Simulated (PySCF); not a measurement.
# Kr³⁴⁺ (krypton, charge +34): UHF calculation

Configuration: 1s2, closed-shell 1S. Computed with PySCF 2.14 in an even-tempered Gaussian basis (17 s from 50 bohr⁻², ratio 2.2; 7 p from 76 bohr⁻², ratio 2.4; 4 d from 230 bohr⁻², ratio 2.4; 3 f from 340 bohr⁻², ratio 2.4; 3 g from 520 bohr⁻², ratio 2.4), with the spin-free X2C one-electron Hamiltonian (Gaussian nucleus).

| Property | Result |
| --- | --- |
| Total energy | -1295.861877 hartree |
| One-electron energy | -1319.0179 hartree |
| Hartree (Coulomb) energy | 46.3121 hartree |
| Exchange energy | -23.1561 hartree |
| ⟨S²⟩ | 0.0000 |
| ⟨L²⟩ | 0.000 |
| Sum of ⟨r⟩ | 0.08140 bohr |
| Sum of ⟨r²⟩ | 0.004472 bohr² |

```
shell  electrons  mean orbital energy (hartree)  rms radius, mean of both spins (bohr)
   1s          2                     -636.35291                                 0.0473
```

Densities and radii are taken from the X2C orbitals without a picture-change correction, which distorts them close to the nucleus.
